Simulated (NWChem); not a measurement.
## Correlation energy of hydrogen iodide (HI)

```
I
H 1 1.6328
```
Charge 0, spin multiplicity 1.

All runs are NWChem calculations. Structure: optimised with PBE/def2-SVP with def2 effective core potentials on I, a minimum by its harmonic frequencies.

Basis set: def2-SVP. Each correlation energy counts from its own Hartree-Fock reference.

Effective core potentials replace the inner electrons of I; spin-orbit coupling is left out. The correlated methods keep 4 core orbitals frozen. No row is a measurement; the coupled-cluster row has its own basis-set and correlation limits.

### Question
One of these methods gave a correlation energy of -124.0 mHa. Which?
(A) CCSD
(B) MP2
(C) SCS-MP2
(D) CR-CCSD(T)

### Answer
C, SCS-MP2. The others give -144.1 (CR-CCSD(T)), -142.0 (CCSD), -128.6 (MP2).
